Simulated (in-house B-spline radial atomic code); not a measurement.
## OEP/ALDAx excitations of Tc7+

Method: OEP/ALDAx. Computed with a B-spline radial code for spherical atoms: linear response of the closed shell [Ar] 3d10 4s2 4p6 with the adiabatic LDA exchange kernel on the exchange-only optimised effective potential; scalar-relativistic (spin-free one-electron X2C), finite nucleus, no spin-orbit coupling, no double excitations, S, P, D and F terms only; shells from n = 2 respond. Only terms of natural parity with L up to 3 were computed.

Command:
```bash
python run_td.py task.json out
```
Settings (radii: box in bohr, nucleus in fm):
```
Z                        43
electrons                36
configuration            [Ar] 3d10 4s2 4p6
hamiltonian              x2c
method                   oep
box_radius               12.81
rms_radius               4.41117
intervals                102
```

Time taken, with all properties: 1.7 s on 1 thread of Intel(R) Xeon(R) Platinum 8488C (Sapphire Rapids) (shared host).

The lowest states, in the order of their Tamm-Dancoff energies; the method's threshold (minus the highest occupied level) is 151.81 eV. Labels give the largest channel, * marks a mixed state, and oscillator strengths are full-response dipole values. Semilocal kernels can invert the small singlet-triplet splittings of Rydberg terms. Energies in eV:

| state | full response | Tamm-Dancoff | oscillator strength |
| --- | --- | --- | --- |
| 4p → 4d 3P | 42.17 | 42.26 | - |
| 4p → 4d 3F | 43.08 | 43.15 | - |
| 4p → 4d 1F | 46.18 | 46.23 | - |
| 4p → 4d 1P | 56.66 | 58.73 | 5.45 |
| 4p → 5s 3P | 68.76 | 68.78 | - |
| 4p → 5s 1P | 69.68 | 69.71 | 0.6 |
| 4s → 4d 3D | 73.27 | 73.31 | - |
| 4s → 4d 1D | 76.63 | 76.72 | - |
| 4p → 5p 3S | 78.13 | 78.16 | - |
| 4p → 5p 3D | ? | ? | - |
| 4p → 5p 1D | 79.72 | 79.73 | - |
| 4p → 5p 1S | 82.77 | 82.99 | - |
| 4p → 4f 3D | ? | ? | - |
| 4p → 4f 1D | 89.78 | 89.98 | - |
| 4p → 5d 3P | 94.73 | 94.75 | - |
| 4p → 5d 3F | 95.00 | 95.01 | - |
| 4p → 5d 1F | 95.46 | 95.47 | - |
| 4p → 5d 1P | 96.70 | 96.95 | 0.0113 |
| 4s → 5s 3S | 98.82 | 98.82 | - |
| 4s → 5s 1S | 100.48 | 100.57 | - |
| 4p → 6s 3P | 103.96 | 103.96 | - |
| 4p → 6s 1P | 104.26 | 104.27 | 0.119 |

Problem. Where does 4p → 4f 3D lie?

Solution. At 84.91 eV in full response, 84.95 eV in Tamm-Dancoff.

Problem. Where does 4p → 5p 3D lie?

Solution. At 79.07 eV in full response, 79.08 eV in Tamm-Dancoff.

Problem. How large is the singlet-triplet splitting of 4p → 4d (F terms) in Tamm-Dancoff?

Solution. 3.08 eV, from the unrounded values.

Problem. What polarisabilities and dispersion coefficient does the method give?

Solution. Dipole 1.44 bohr³, quadrupole 1.801 bohr⁵, C6 3.576 hartree·bohr⁶ for two such species.
